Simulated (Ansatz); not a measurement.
Computed with Ansatz on PBE0-D4/def2-TZVP structures; ΔE is electronic, products minus reactants. CBS: MP2 limit from def2 TZ/QZ plus the TZ coupled-cluster correction, frozen cores. This one scheme is used for every species. DFT in def2-TZVPP. One conformer a species, not always the lowest.

`NC(O)(O)F` + `O[SiH3]` → `NC(O)(F)O[SiH3]` + H₂O  (substitution at a C–O bond)

```json
{"level": "r2SCAN-D4", "ΔE (kJ/mol)": "5.3"}
{"level": "ωB97M-V", "ΔE (kJ/mol)": "3.8"}
{"level": "B2PLYP", "ΔE (kJ/mol)": "7.2"}
{"level": "CCSD/def2-TZVPP", "ΔE (kJ/mol)": "3.6"}
{"level": "HF/def2-QZVPP", "ΔE (kJ/mol)": "8.9"}
{"level": "MP2/def2-QZVPP", "ΔE (kJ/mol)": "0.4"}
{"level": "HF/CBS(def2)", "ΔE (kJ/mol)": "8.8"}
{"level": "CCSD/CBS(def2)", "ΔE (kJ/mol)": "1.1"}
```

(1) What does CCSD(T)/CBS give? (Estimate.)

Largest T1 diagnostic among the species: 0.011.

## Answers

(1) The calculation gave: +0.1 kJ/mol. The listed levels differ from it by 5.2, 3.7, 7.1, 3.5, 8.8, 0.3, 8.7, 1.0 kJ/mol.

In def2-TZVPP, CCSD(T) changes the Hartree–Fock value by −7.2 kJ/mol (the triples alone add −1.1 kJ/mol) and MP2 by −7.7 kJ/mol. The D4 term adds −7.8 kJ/mol with B3LYP and −4.5 kJ/mol with PBE0; it sums over pairs of atoms, weighted by their polarisabilities, and B3LYP, whose exchange is more repulsive, gets the larger term.

B3LYP here is the variant with VWN-RPA as its local correlation; programs differ in this.
